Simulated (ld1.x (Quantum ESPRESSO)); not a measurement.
An all-electron radial function and its pseudo partner (manganese (Mn))

Columns: radius, all-electron u(r) and pseudo u(r) of the 3p shell (level -54.48 eV) of manganese in the configuration [Ne] 3s2 3p6 3d5 4s2 4p0; PBEsol, scalar-relativistic, TM scheme, ld1.x (Quantum ESPRESSO) 7.5.

```csv
r (bohr),all-electron,pseudo
0.055,0.2703,-0.0156
0.110,0.5386,-0.0617
0.165,0.5803,-0.1355
0.220,0.4369,-0.2330
0.275,0.1915,-0.3485
0.330,-0.0884,-0.4756
0.385,-0.3586,-0.6069
0.440,-0.5950,-0.7349
0.495,-0.7871,-0.8525
0.550,-0.9327,-0.9535
0.605,-1.0344,-1.0331
0.660,-1.0972,-1.0885
0.715,-1.1276,-1.1190
0.770,-1.1317,-1.1261
0.825,-1.1154,-1.1127
0.880,-1.0838,-1.0829
0.935,-1.0412,-1.0410
0.990,-0.9910,-0.9910
1.045,-0.9361,-0.9361
1.100,-0.8786,-0.8786
1.155,-0.8204,-0.8204
1.210,-0.7625,-0.7625
1.265,-0.7061,-0.7061
1.320,-0.6516,-0.6516
1.375,-0.5997,-0.5997
1.430,-0.5505,-0.5505
```

Task: How many radial nodes do the two functions have?

Result: The all-electron 3p function has n − l − 1 = 1; the pseudo-wave has 0, since the states of the same l below it are removed with the core.

Task: At about which radius was the pseudo-wave matched?

Result: 1.05 bohr. The columns agree to 0.0005 from 0.94 bohr on; several derivatives are matched, so the curves merge somewhat inside the radius.

Task: Is the pseudo-wave norm-conserving?

Result: Yes: the TM scheme keeps the norm inside the radius equal to the all-electron one, which fixes the energy derivative of the logarithmic derivative at the level.
